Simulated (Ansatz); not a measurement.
Zn3⁻, 3 atoms. Hardware: 4 threads of Arm Neoverse V1 on a shared host.

Correlated methods freeze 27 core orbitals.

(1) How many basis functions does each of these Ansatz runs have, and roughly what does it cost? PBE/def2-SVPD, charge -1 doublet, energy, from earlier orbitals; PBE/def2-TZVPD, charge -1 doublet, energy and forces, from earlier orbitals; MP2/def2-TZVPD, charge -1 quartet, energy, from earlier orbitals; PBE/def2-TZVPD, charge 0 singlet at the geometry of the charge -1 doublet, energy, from earlier orbitals; PBE0/def2-TZVPD, charge -1 doublet, relaxation, 4 steps; BLYP/def2-TZVPD, charge -1 doublet, energy, from earlier orbitals; PBE0/def2-SVPD, charge -1 doublet, energy, from earlier orbitals; CCSD(T)/def2-SVPD, charge -1 quartet, energy, from earlier orbitals; ωB97M-V/def2-TZVPD, charge -1 doublet, energy, from earlier orbitals; PBE/def2-TZVPD, charge 0 triplet at the geometry of the charge -1 doublet, energy, from earlier orbitals; r2SCAN/def2-TZVPD, charge -1 doublet, energy, from earlier orbitals; BLYP/def2-TZVPD, charge -1 quartet, energy, from earlier orbitals.

## Answers

(1) Other jobs shared the machine, so times can vary by a factor of up to 3. A dash marks memory too small to be measured apart from the calling script's.

```tsv
run	functions	fitting or Cholesky vectors	wall time	peak host memory (GiB)
PBE/def2-SVPD, charge -1 doublet, energy, from earlier orbitals	102	1137	1.8 s	–
PBE/def2-TZVPD, charge 0 singlet at the geometry of the charge -1 doublet, energy, from earlier orbitals	153	1392	1.8 s	–
PBE0/def2-SVPD, charge -1 doublet, energy, from earlier orbitals	102	951	3.4 s	–
PBE/def2-TZVPD, charge -1 doublet, energy and forces, from earlier orbitals	153	1392	3.6 s	–
BLYP/def2-TZVPD, charge -1 doublet, energy, from earlier orbitals	153	1392	3.8 s	–
BLYP/def2-TZVPD, charge -1 quartet, energy, from earlier orbitals	153	1392	4.3 s	–
MP2/def2-TZVPD, charge -1 quartet, energy, from earlier orbitals	153	1257	4.7 s	–
r2SCAN/def2-TZVPD, charge -1 doublet, energy, from earlier orbitals	153	1392	8 s	–
PBE/def2-TZVPD, charge 0 triplet at the geometry of the charge -1 doublet, energy, from earlier orbitals	153	1392	9.5 s	–
CCSD(T)/def2-SVPD, charge -1 quartet, energy, from earlier orbitals	102	951	10 s	0.57
PBE0/def2-TZVPD, charge -1 doublet, relaxation, 4 steps	153	1356	16 s	0.55
ωB97M-V/def2-TZVPD, charge -1 doublet, energy, from earlier orbitals	153	1257	28 s	1
```
